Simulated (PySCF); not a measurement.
Working with the constants of KTl⁺

UHF-CCSD(T) constants of KTl⁺, ²Σ⁺ (doublet), unpaired electrons σ ↑ (K def2-SVP, Tl def2-SVP with ECP60; scalar-relativistic core potentials (PySCF 2.14); masses 38.9637 and 204.9744 u):

```
ωe              : 63.9 cm⁻¹
ωexe            : 0.171 cm⁻¹
Be              : 0.029853 cm⁻¹
αe              : 0.000128 cm⁻¹
D (centrifugal) : 2.61e-08 cm⁻¹
```

Question: Give the vibrational terms G(v) and spacings up to v = 6.

Answer: G(v) = ωe(v+½) − ωexe(v+½)².

```
v  G(v) (cm⁻¹)  G(v) − G(v−1)  Bv (cm⁻¹)
0         31.9                   0.02979
1         95.5           63.6    0.02966
2        158.7           63.2    0.02953
3        221.6           62.9    0.02941
4        284.1           62.5    0.02928
5        346.3           62.2    0.02915
6        408.1           61.8    0.02902
```

Correlated steps freeze 9 core orbitals. These are scalar-relativistic numbers at best; spin–orbit coupling would shift them, the dissociation energy most. The state was picked by a PBE0 search and need not be the measured ground state.
